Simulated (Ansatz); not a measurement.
An input meant for AuO4H4, that is [Au(OH)4]- with one electron fewer (charge 0, doublet).

```yaml
crystal:
  periodic: [false, false, false]
  atoms:
    - {symbol: Au, position_ang: [-0.000011, 0.000006, -0.000251]}
    - {symbol: O, position_ang: [1.359453, 0.303355, -0.028259]}
    - {symbol: H, position_ang: [1.653848, -0.259569, -0.038121]}
    - {symbol: O, position_ang: [-0.259801, 1.359739, 0.012281]}
    - {symbol: H, position_ang: [0.259718, 1.654237, 0.002327]}
    - {symbol: O, position_ang: [-1.165265, -0.260010, 0.023839]}
    - {symbol: H, position_ang: [-1.653818, 0.259591, 0.039716]}
    - {symbol: O, position_ang: [0.303088, -1.165474, -0.013020]}
    - {symbol: H, position_ang: [-0.259707, -1.654284, -0.002316]}
basis:
  gaussian: {orbitals: def2-TZVPD}
magnetization: {spin_polarized: true, initial_magnetization: 1}
hamiltonian: {xc: {name: r2SCAN}}
```

```sh
$ ansatz run in.yaml --threads 4 --pin off --events-out ev --progress --plain --max-ram 3916MiB
```

Shortened log:

```
Functional definition: r2SCAN
1308 factors; their error is unknown
mean field evaluation 1: about -11805.2746 eV, gradient 1.1e2 eV
mean field evaluation 2: about -11635.7343 eV, gradient 2.1e2 eV
mean field evaluation 4: about -11832.2453 eV, gradient 2.1e1 eV
mean field evaluation 8: about -11833.7358 eV, gradient 9.3e-1 eV
mean field evaluation 16: about -11833.6957 eV, gradient 1.0e-2 eV
mean field evaluation 32: about -11833.6369 eV, gradient 3.6e0 eV
mean field -11833.69565812 eV, -434.8802942687 hartree, gradient 3.1e-5 eV, S^2 0.752979; 4 other end points of the search recorded, 0 dependent functions left out
reference -11833.69568513 eV, -434.8802952617 hartree; 28, 27 occupied and 211, 212 virtual orbitals, 1308 factors
Total energy: -11833.69568513 eV, -434.8802952617 hartree
```

What is wrong with this run?

The geometry is squeezed to about two thirds of its size. The calculation finished and met its thresholds. The result belongs to that input, not to the species as meant.
